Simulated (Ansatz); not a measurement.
C$_{4}$H$_{7}$O, doublet, geometry from GFN2-xTB. Base run: PBE/6-31G in Ansatz (a first-principles code).

Here is a job for Ansatz.
Ansatz 0.2 input:
```yaml
crystal:
  periodic: [false, false, false]
  atoms:
    - {symbol: C, position_ang: [0.39615140, -1.17435019, -0.08488802]}
    - {symbol: C, position_ang: [1.24097810, -0.03210821, 0.32662047]}
    - {symbol: C, position_ang: [0.19419249, 1.08466725, 0.46820673]}
    - {symbol: O, position_ang: [-0.88767801, 0.72850739, -0.37076340]}
    - {symbol: C, position_ang: [-0.95889722, -0.68402581, -0.41439081]}
    - {symbol: H, position_ang: [0.71474834, -2.19101429, -0.17726762]}
    - {symbol: H, position_ang: [1.78917659, -0.20931134, 1.25589251]}
    - {symbol: H, position_ang: [1.98423700, 0.21871540, -0.44345930]}
    - {symbol: H, position_ang: [0.54855254, 2.06541774, 0.14884975]}
    - {symbol: H, position_ang: [-0.14825554, 1.15023996, 1.51220609]}
    - {symbol: H, position_ang: [-1.30758986, -0.97637199, -1.41435287]}
    - {symbol: H, position_ang: [-1.71399345, -1.05083300, 0.31094843]}
basis:
  gaussian:
    orbitals: 6-31G
hamiltonian:
  xc: pbe
magnetization: {spin_polarized: true, initial_magnetization: 1}
```

Each row names what was changed in the base input (with any setting that the change needs).

| change | basis functions | E (Eh) |
|---|---|---|
| base | 59 | -231.41988 |
| basis = def2-SV(P) | 84 | -231.30169 |
| basis = 6-31G* | 89 | -231.48467 |
| basis = def2-SVP | ? | ? |
| basis = 6-31+G* | 109 | -231.49655 |
| basis = 6-31G** | 110 | -231.49404 |
| basis = 6-311G** | 132 | -231.54705 |
| basis = def2-SVPD | ? | ? |
| basis = aug-pcseg-1 | 178 | -231.45987 |
| basis = def2-TZVP | 197 | -231.57781 |
| basis = cc-pVTZ | 248 | -231.57125 |
| basis = pcseg-2 | 248 | ? |
| basis = def2-TZVPP | ? | ? |

Q: What belongs in the gaps?

A: 
- basis = def2-SVP, basis functions: 105
- basis = def2-SVP, E (Eh): -231.31715
- basis = def2-SVPD, basis functions: 159
- basis = def2-SVPD, E (Eh): -231.33707
- basis = pcseg-2, E (Eh): -231.58119
- basis = def2-TZVPP, basis functions: 253
- basis = def2-TZVPP, E (Eh): -231.58031

Totals compare only among sets that treat the same electrons; sets with core potentials leave the core out.
